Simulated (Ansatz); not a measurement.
Reaction: CH5BS (SMILES BSC) → CH4BS (SMILES BS[CH2], doublet) + H (doublet) (the C-H bond breaks)
Each species at its own B3LYP-D3(BJ)/def2-TZVP minimum (Ansatz, a quantum-chemistry and plane-wave program).

Quantity: bond dissociation energy (electronic), in kcal/mol. Radicals and triplets start from unrestricted determinants; spin-orbit coupling is neglected. CBS(X,Y): correlation extrapolated as X^-3, Hartree-Fock from the larger set. A bracket is a step between two methods taken in the basis named. Functionals run without relativity, which enters their misses. Double hybrids freeze cores in their MP2 part. '+ core + X2C': CCSD(T) terms for core correlation (cc-pwCVTZ, 1s frozen past Ne) and scalar relativity (cc-pVTZ-DK). Where a partner has so few electrons that a lower coupled-cluster level is exact, that level stands in.

CCSD(T)/CBS(cc-pV(T+d)Z,cc-pV(Q+d)Z) + [CCSDT(Q) - CCSD(T)]/cc-pV(D+d)Z + core + X2C (Ansatz) gives 103.5 kcal/mol.

Problem. How far off this value is PBE/def2-TZVPD (Ansatz), in which direction, and which of these levels come nearer: r2SCAN/def2-TZVPD, B3LYP/def2-TZVPD, wB97M-V/def2-TZVPD, B2PLYP/def2-TZVPD, CCSD(T)/CBS(cc-pV(T+d)Z,cc-pV(Q+d)Z) + core + X2C?

Solution. PBE gives 98.0 kcal/mol, 5.5 kcal/mol below it. Differences of the others: r2SCAN/def2-TZVPD (Ansatz) -6.2; B3LYP/def2-TZVPD (Ansatz) -3.3; wB97M-V/def2-TZVPD (Ansatz) -0.7; B2PLYP/def2-TZVPD (Ansatz) -2.9; CCSD(T)/CBS(cc-pV(T+d)Z,cc-pV(Q+d)Z) + core + X2C (Ansatz) 0.2 kcal/mol. Nearer than PBE: B3LYP/def2-TZVPD, wB97M-V/def2-TZVPD, B2PLYP/def2-TZVPD, CCSD(T)/CBS(cc-pV(T+d)Z,cc-pV(Q+d)Z) + core + X2C.
